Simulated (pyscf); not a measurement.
## [H₂C–Re(=O)(=O)=O]•, doublet

Gas-phase minimum from PySCF at ωB97X-D3(BJ)/def2-SVP, one conformer. Other isomers of [H₂C–Re(=O)(=O)=O]• were not searched in full and may lie lower. 

```
Re
O 1 1.6936
O 1 1.6936 2 113.74
O 1 1.7005 2 111.96 3 128.11
C 1 2.0228 2 106.42 4 115.15
H 5 1.0961 1 121.62 2 -29.60
H 5 1.0962 6 116.92 1 178.24
```
Charge 0, spin multiplicity 2.

Properties at ωB97X-D3(BJ)/def2-SVP:

```yaml
harmonic_wavenumbers_unscaled: 54, 228, 229, 267, 334, 339, 615, 657, 685, 1011, 1039, 1077, 1349, 3162, 3286 cm⁻¹
zero_point_energy: 20.5 kcal/mol
rotational_symmetry_number: 1
Entropy of this conformer at 298 K and 1 atm, rigid rotor and harmonic oscillator, modes under 100 cm⁻¹ raised to 100: 346.0 J/(mol K)
dipole_moment: 3.28 D
Spin expectation value S2: 0.762
```

Single-point totals, which compare only within one level:

```
level                   total energy (hartree)
----------------------  ----------------------
ωB97X-D3(BJ)/def2-TZVP              -343.50167
PBE/def2-TZVP                       -343.24677
r²SCAN/def2-TZVP                    -343.38353
B3LYP-D3(BJ)/def2-TZVP              -343.48227
PBE0-D3(BJ)/def2-TZVP               -343.14737
M06-2X/def2-TZVP                    -343.17859
ωB97M-D3(BJ)/def2-TZVP              -343.43832
```

Soft torsions are taken as harmonic, which can shift the entropy by several J/(mol K). Open-shell species with a d-block atom are single-reference here; other states, and whether the spin sits on metal or ligand, were not checked. Elements past Kr carry the def2 core potentials, without spin-orbit coupling.
